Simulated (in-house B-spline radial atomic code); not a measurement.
KLI/ALDAx excitations of the molybdenum ion Mo⁶⁺

Method: KLI/ALDAx. Computed with an all-electron radial atomic-structure program (B-spline basis): linear response of the closed shell [Ar] 3d10 4s2 4p6 with the adiabatic LDA exchange kernel on the exchange-only KLI potential; scalar-relativistic (spin-free one-electron X2C), finite nucleus, no spin-orbit coupling, no double excitations, S, P, D and F terms only; shells from n = 2 respond. Only terms of natural parity with L up to 3 were computed.

Command:
```bash
python run_td.py task.json out
```
Settings (radii: box in bohr, nucleus in fm):
```
Z                        42
electrons                36
configuration            [Ar] 3d10 4s2 4p6
hamiltonian              x2c
method                   kli
box_radius               14.35
rms_radius               4.4091
intervals                102
```

Cost of the run: 1.6 s on 1 thread of Intel(R) Xeon(R) Platinum 8488C (Sapphire Rapids), on a shared host.

The lowest states, in the order of their Tamm-Dancoff energies; the method's threshold (minus the highest occupied level) is 126.03 eV. Labels give the largest channel, * marks a mixed state, and oscillator strengths are full-response dipole values. Semilocal kernels can invert the small singlet-triplet splittings of Rydberg terms. Energies in eV:

| state | full response | Tamm-Dancoff | oscillator strength |
| --- | --- | --- | --- |
| 4p → 4d 3P | 38.13 | 38.22 | - |
| 4p → 4d 3F | 38.97 | 39.05 | - |
| 4p → 4d 1F | 41.83 | 41.87 | - |
| 4p → 4d 1P | 51.31 | 53.19 | 5.52 |
| 4p → 5s 3P | 58.19 | 58.20 | - |
| 4p → 5s 1P | 59.05 | 59.07 | 0.604 |
| 4p → 5p 3S | 66.40 | 66.43 | - |
| 4s → 4d 3D | 66.64 | 66.68 | - |
| 4p → 5p 3D | 67.29 | 67.30 | - |
| 4p → 5p 1D | 67.78 | 67.79 | - |
| 4s → 4d 1D | 69.77 | 69.85 | - |
| 4p → 5p 1S | ? | ? | - |
| 4p → 4f 3D | 75.21 | 75.23 | - |
| 4p → 4f 1D | ? | ? | - |
| 4p → 5d 3P | 80.97 | 80.99 | - |
| 4p → 5d 3F | 81.21 | 81.22 | - |

(1) Where does 4p → 4f 1D lie?

(2) Where does 4p → 5p 1S lie?

(3) How large is the singlet-triplet splitting of 4p → 4d (F terms) in Tamm-Dancoff?

(4) What polarisabilities and dispersion coefficient does the method give?

Answers

(1) At 79.06 eV in full response, 79.22 eV in Tamm-Dancoff.

(2) At 70.63 eV in full response, 70.84 eV in Tamm-Dancoff.

(3) 2.82 eV, from the unrounded values.

(4) Dipole 1.794 bohr³, quadrupole 2.58 bohr⁵, C6 4.991 hartree·bohr⁶ for two such species.
